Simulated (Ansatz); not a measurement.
A structure relaxed at PBE0-D4/def2-TZVPD in Ansatz, charge -1, doublet:

```xyz
4

Si    0.297    0.607    1.050
Si   -0.296   -0.608   -1.050
O     1.080    0.182   -0.410
O    -1.080   -0.182    0.410
```

Q: Give its formula and point group.

A: the cluster Si₂O₂⁻. Point group D2h (tolerance 0.1 Å).

Q: Summarise the bond lengths by kind (pairs closer than 1.2 times the sum of covalent radii, bridged metal pairs left out).

A: 4 × O–Si 1.71 Å; 1 × Si–Si 2.50 Å.

The highest occupied level of the charge -1 doublet lies above zero (up to 1.02 eV). By energy differences its removal costs 0.73 eV (vertical, to the charge 0 singlet, at PBE0-D4/def2-TZVPD); a positive level beside a positive removal energy at the same level points to self-interaction error. The relaxation made no stability test and no search for a lower SCF solution. The structure comes from a short search, and lower isomers may exist.
